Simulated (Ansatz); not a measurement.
This singlet lies 1.47 eV below the relaxed triplet at the level frozen-core CCSD(T)/cc-pVTZ // PBE0-D3(BJ)/def2-TZVP (Ansatz, a first-principles code).

Species: CH3NOSi, SMILES `N[Si]C=O` (lower singlet) (charge 0, multiplicity 1).

Give a relaxed geometry from PBE0-D3(BJ)/def2-TZVP run with Ansatz.

Several could match; the one computed here: the end point of this relaxation, one of several conformers (outside a Z-matrix the atoms follow the SMILES, hydrogens last).
Z-matrix (Å, degrees):
```
N
H 1 1.0082
H 1 1.0128 2 111.80
Si 1 1.7039 2 123.07 3 -179.90
C 4 1.9765 1 91.81 2 -179.98
O 5 1.2032 4 123.65 1 179.52
H 5 1.1315 6 118.54 4 -179.93
```
